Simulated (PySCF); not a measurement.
Two species compared at the same levels of theory.

First species: C4H8O2Si2.
Atom-mapped SMILES: `[CH:1]#[C:2][C@H:3]([SiH2:4][SiH3:5])[C:6](=[O:7])[OH:8]` (hydrogens: H9 on C1; H10 on C3; H11, H12 on Si4; H13, H14, H15 on Si5; H16 on O8)

Second species: C₄H₁₀NOP.
Bonds: C1–N2, N2–P3, P3–C4, P3–C5, C5–C6, C5–O7 (double). Hydrogens: H8, H9, H10 on C1; H11 on N2; H12, H13, H14 on C4; H15, H16, H17 on C6.

Levels: PBE0/def2-SVPD for dipole moment, HOMO energy, LUMO energy, HOMO–LUMO gap, static isotropic polarisability and electronic spatial extent ⟨r²⟩ about the centre of nuclear charge; TDDFT PBE0/def2-SVPD for lowest singlet excitation; TDA PBE0/def2-SVPD for lowest triplet excitation (Tamm–Dancoff); GFN2-xTB for rotational constant A and rotational constant C. Geometries: GFN2-xTB. Each structure is a single optimised conformer of the isolated species, non-relativistic unless stated; the electronic structure was computed with PySCF and density fitting.

Dipoles, sizes and rotational constants follow the conformer. The torsions of the flexible species, by atom-mapped SMILES:
- `[CH:1]#[C:2][C@H:3]([SiH2:4][SiH3:5])[C:6](=[O:7])[OH:8]`: C2–C3–Si4–Si5 -65°, C2–C3–C6–O7 60°, H–O8–C6–C3 -178°
- `[CH3:1][NH:2][P:3]([CH3:4])[C:5]([CH3:6])=[O:7]`: C1–N2–P3–C4 -153°, N2–P3–C5–C6 179°

Values for the first species:

* Dipole moment: 1.47 D
* HOMO energy: -7.72 eV
* LUMO energy: -0.73 eV
* HOMO–LUMO gap: 6.99 eV
* Lowest singlet excitation: 5.67 eV
* Lowest triplet excitation (Tamm–Dancoff): 5.17 eV
* Static isotropic polarisability: 107.9 au
* Electronic spatial extent ⟨r²⟩ about the centre of nuclear charge: 1400 bohr²
* Rotational constant A: 1.620 GHz
* Rotational constant C: 0.962 GHz

Task: Estimate the same properties for the second species, and the change in each.

Result: 
| property | first | second | second less first |
| --- | --- | --- | --- |
| dipole moment | 1.47 D | 1.56 D | +0.09 D |
| HOMO energy | -7.72 eV | -6.65 eV | +1.07 eV |
| LUMO energy | -0.73 eV | -0.94 eV | -0.21 eV |
| HOMO–LUMO gap | 6.99 eV | 5.71 eV | -1.28 eV |
| lowest singlet excitation | 5.67 eV | 3.85 eV | -1.82 eV |
| lowest triplet excitation (Tamm–Dancoff) | 5.17 eV | 3.24 eV | -1.93 eV |
| static isotropic polarisability | 107.9 au | 87.5 au | -20.4 au |
| electronic spatial extent ⟨r²⟩ about the centre of nuclear charge | 1400 bohr² | 1039 bohr² | -361 bohr² |
| rotational constant A | 1.620 GHz | 3.104 GHz | +1.484 GHz |
| rotational constant C | 0.962 GHz | 1.277 GHz | +0.315 GHz |

On the first: The 8 singlets span 5.67 to 6.86 eV, and their oscillator strengths add up to 0.12. No computed singlet falls in the visible range (750 to 380 nm, 1.65 to 3.26 eV); S1 lies 2.41 eV above its blue end.

On the second: S1 lies 1.86 eV below the HOMO–LUMO gap; its leading configuration is HOMO→LUMO, weight 0.91. The principal polarisabilities are 74.4, 87.5 and 100.6 au; their mean is the isotropic value.
